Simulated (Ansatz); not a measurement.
C₂H₅Br₂GaO, singlet, geometry from GFN2-xTB (such geometries of metal compounds can be far from the true shape); Ansatz (a program for electronic structure) with CAM-B3LYP/pcseg-0.

Input for Ansatz:
Ansatz 0.2 input:
```yaml
crystal:
  periodic: [false, false, false]
  atoms:
    - {symbol: Ga, position_ang: [-0.15183259, -0.05408340, 0.09369251]}
    - {symbol: Br, position_ang: [0.15520877, -1.78161034, 1.52791065]}
    - {symbol: Br, position_ang: [1.27766004, 1.72095994, -0.16372588]}
    - {symbol: O, position_ang: [-1.66675511, -0.19702879, -0.77045168]}
    - {symbol: C, position_ang: [-2.27047975, 0.42771934, -1.88998936]}
    - {symbol: C, position_ang: [-1.49213871, 0.16568053, -3.17022806]}
    - {symbol: H, position_ang: [-3.27653387, -0.00155451, -1.95928090]}
    - {symbol: H, position_ang: [-2.36336877, 1.50744398, -1.72082135]}
    - {symbol: H, position_ang: [-1.40965827, -0.90571086, -3.34524815]}
    - {symbol: H, position_ang: [-1.99767826, 0.62742806, -4.01426359]}
    - {symbol: H, position_ang: [-0.48660780, 0.58757428, -3.08640255]}
basis:
  gaussian:
    orbitals: pcseg-0.json
hamiltonian:
  xc: cam_b3lyp
```
The basis file holds pcseg-0 in the JSON format of the Basis Set Exchange.

Output, abridged:

```
Functional definition: CAM-B3LYP
1105 factors; integrals over basis functions are off by at most 5.5e-4 eV
363 factors; integrals over basis functions are off by at most 5.4e-6 eV
mean field evaluation 1: about -196435.3571 eV, gradient 4.9e1 eV
mean field evaluation 2: about -196430.8665 eV, gradient 7.1e1 eV
mean field evaluation 4: about -196440.4178 eV, gradient 1.9e0 eV
mean field evaluation 8: about -196440.4949 eV, gradient 1.2e-1 eV
mean field evaluation 16: about -196440.4949 eV, gradient 8.5e-5 eV
mean field -196440.49490916 eV, -7219.0550357619 hartree, gradient 8.5e-5 eV, S^2 0.000000; 0 other end points of the search recorded, 0 dependent functions left out
reference -196440.49504806 eV, -7219.0550408663 hartree; 63, 63 occupied and 40, 40 virtual orbitals, 1105 factors
Total energy: -196440.49504806 eV, -7219.0550408663 hartree
```
